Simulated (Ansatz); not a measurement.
Calculated with Ansatz (gas phase, PBE0-D4/def2-TZVP geometries, no zero-point term in ΔE). CBS: MP2 limit from def2 TZ/QZ plus the TZ coupled-cluster correction, frozen cores. DFT in def2-TZVPP. B3LYP here is the variant with VWN-RPA as its local correlation; programs differ in this. For Sc outer-core shells are correlated without core-valence functions, which leaves a few kJ/mol of doubt a bond. Scalar relativity is left out up to krypton. One conformer a species, not always the lowest.

Reaction (ligand exchange at the Si–S bond): `O[SiH2]S[SiH3]` + `[NH2][Sc]([OH])[O][SiH3]` → `[NH2][Sc]([O][SiH3])[O][SiH3]` + `O[SiH2]S`

`O[SiH2]S[SiH3]`:

```xyz
10

O    -0.023    1.423    1.357
Si   -0.898    1.186   -0.013
S     0.207    0.172   -1.529
Si    0.727   -1.570   -0.396
H     0.817    1.878    1.271
H    -2.063    0.388    0.424
H    -1.310    2.459   -0.654
H     1.023   -2.642   -1.377
H     1.928   -1.327    0.442
H    -0.407   -1.966    0.475
```

`[NH2][Sc]([OH])[O][SiH3]`:

```xyz
11

N     2.159   -0.162   -1.305
Sc    0.618    0.759   -0.470
O     0.543    2.617   -0.658
O    -0.654   -0.324    0.447
Si   -1.784   -1.178    1.242
H     2.340   -1.158   -1.291
H     2.910    0.276   -1.823
H     0.328    3.544   -0.644
H    -2.765   -1.771    0.289
H    -2.533   -0.315    2.198
H    -1.161   -2.289    2.016
```

`[NH2][Sc]([O][SiH3])[O][SiH3]`:

Cartesian coordinates in Å:
```
N 1.695 2.058 0.486
Sc 0.460 0.558 0.132
O 0.762 -1.079 1.046
Si 0.938 -2.526 1.768
O -0.954 0.844 -1.101
Si -2.205 0.988 -2.131
H 1.652 2.980 0.070
H 2.488 2.047 1.116
H -0.227 -3.408 1.481
H 2.171 -3.205 1.281
H 1.046 -2.363 3.245
H -1.841 1.866 -3.278
H -2.602 -0.342 -2.672
H -3.383 1.583 -1.441
```

`O[SiH2]S`:

Cartesian coordinates in Å:
```
O -0.968 1.033 -0.504
Si 0.114 -0.202 -0.488
S 0.572 -0.904 1.473
H -1.784 0.908 -0.015
H -0.399 -1.419 -1.166
H 1.309 0.343 -1.165
H 1.156 0.241 1.864
```

```
             level  ΔE (eV)
          B3LYP-D4    -0.53
            B2PLYP    -0.58
            r2SCAN    -0.49
              PBE0    -0.44
SCS-MP2/def2-TZVPP    -0.59
    MP2/def2-QZVPP    -0.50
      HF/CBS(def2)    -0.79
    CCSD/CBS(def2)    -0.57
```

(1) What does CCSD(T)/CBS give? (Estimate.)

Largest T1 diagnostic among the species: 0.015.

Results:

(1) The calculation gave: -0.53 eV. The listed levels differ from it by 0.00, -0.05, 0.04, 0.09, -0.06, 0.03, -0.26, -0.04 eV.

In def2-TZVPP, CCSD(T) changes the Hartree–Fock value by +0.20 eV (the triples alone add +0.04 eV) and MP2 by +0.25 eV. From PBE to PBE0 (25 % exact exchange), in def2-TZVPP and without D4, ΔE moves by −0.04 eV.
